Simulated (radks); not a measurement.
All-electron atom: Cr XVII in [He] 2s2 2p4. All-electron calculation, non-relativistic Kohn-Sham, PBEsol, spin-polarised, spherical densities, point nucleus; open shells are filled with parallel spins first. Program: a radial shooting solver on a logarithmic mesh with Libxc functionals.

Unscreened Slater integrals over Kohn-Sham orbitals (hartree). They are taken over the spin-up orbitals.

integral     value
F0(2p,2p)   3.7244
F2(2p,2p)   1.7732
F0(2p,2s)   3.4063
G1(2p,2s)   1.9456
F0(2p,1s)   5.0689
G1(2p,1s)  0.89483
F0(2s,2s)   3.2039
F0(2s,1s)   4.4884
G0(2s,1s)  0.42417
F0(1s,1s)   14.652

Derived for the open shells (J is the average intra-shell exchange parameter used in DFT+U). 2p: J = F2/5 = 0.3546 hartree; in LS coupling 1D lies 6 F2/25 = 0.4256 hartree above 3P.
